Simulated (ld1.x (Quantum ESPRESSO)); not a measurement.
**What the settings do to the TM potential of C**

Base potential:

C, norm-conserving Troullier–Martins (Kleinman–Bylander form), made with ld1.x (Quantum ESPRESSO) 7.5 (PBE, non-relativistic). Core [He], reference 2s2 2p2. Waves: 2p (bound): rc 2.30 bohr; 3d channel at -0.1 Ry: rc 1.75 bohr; 2s (bound): rc 0.95 bohr. Local part: the s channel. Core correction: Bessel-smoothed model core, default radius (core density twice the valence density).

All-electron outer shells of the reference configuration (PBE, non-relativistic, ld1.x):

```csv
shell,level (eV),outermost node (bohr),outermost maximum (bohr)
2s,-13.74,0.38,1.22
2p,-5.29,–,1.20
```

Cutoffs, loose and tight: the cutoffs (Ry, on a coarse ladder) from which the occupation-weighted sum of valence levels, in a spherical-Bessel basis at the reference potential, stays within 10 and 1 mRy of its value at 400 Ry. They do not see the model core or the augmentation charge, which bear on the density cutoff. Test errors are all-electron minus pseudo excitation energies from the reference, over the configurations 2s2 2p1; 2s2 2p0; 2s1 2p0; 2s0 2p4; 2s2 2p2.3; 2s2 2p1.5; 2s1 2p3. A dash means not determined; rows that change the core or the reference have their own tests. The largest error is taken over the tests solved by every variant that gives reliable tests at all: 2s0 2p4; 2s1 2p3; 2s2 2p1.5; 2s2 2p2.3.

The default core radius of the base comes out at 0.52 bohr.

| change | outcome | cutoff, loose | cutoff, tight | bound ghosts | largest test error (meV) |
| --- | --- | --- | --- | --- | --- |
| base | generated | 35 Ry | 90 Ry | none | -35 |
| all radii but the core radius scaled by about 1.33 (s 1.26, p 3.06, d 2.32 bohr) | generated | 35 Ry | 80 Ry | none | -164 |
| wave 3d channel at -0.1 Ry: rc 1.75 bohr becomes 3d channel at -0.16 Ry: rc 1.75 bohr | generated | 35 Ry | 90 Ry | none | -35 |
| scalar-relativistic | generated | 35 Ry | 90 Ry | none | -36 |
| type PAW; waves now 2s (bound): rcut 0.85, rcutus 0.95 bohr; 2s channel at -0.4 Ry: rcut 0.85, rcutus 0.95 bohr; 2p (bound): rcut 2.00, rcutus 2.30 bohr; 2p channel at 0.15 Ry: rcut 2.00, rcutus 2.30 bohr; 3d channel at -0.1 Ry: rcut 1.50, rcutus 1.75 bohr; 3d channel at 1.7 Ry: rcut 1.50, rcutus 1.75 bohr; local potential all-electron potential smoothed inside 1.35 bohr (lloc = -1); augmentation BESSEL, radius 0.85 bohr | generated | 30 Ry | 45 Ry | none | -279 |
| core correction Bessel-smoothed model core inside 1.04 bohr | generated | 35 Ry | 90 Ry | none | -33 |
| wave 2s (bound): rc 0.95 bohr becomes 2s (bound): rc 0.86 bohr | generated | 70 Ry | 160 Ry | none | -36 |
| wave 3d channel at -0.1 Ry: rc 1.75 bohr becomes 3d channel at -0.1 Ry: rc 2.52 bohr | generated | 35 Ry | 90 Ry | none | -35 |

Question: What comes out with this change to the base: functional BLYP?

Answer: outcome: generated; cutoff, loose: 35 Ry; cutoff, tight: 90 Ry; bound ghosts: none; largest test error (meV): -21.

Question: What comes out with this change to the base: wave 2p (bound): rc 2.30 bohr becomes 2p (bound): rc 2.36 bohr?

Answer: outcome: generated; cutoff, loose: 35 Ry; cutoff, tight: 90 Ry; bound ghosts: none; largest test error (meV): -42.
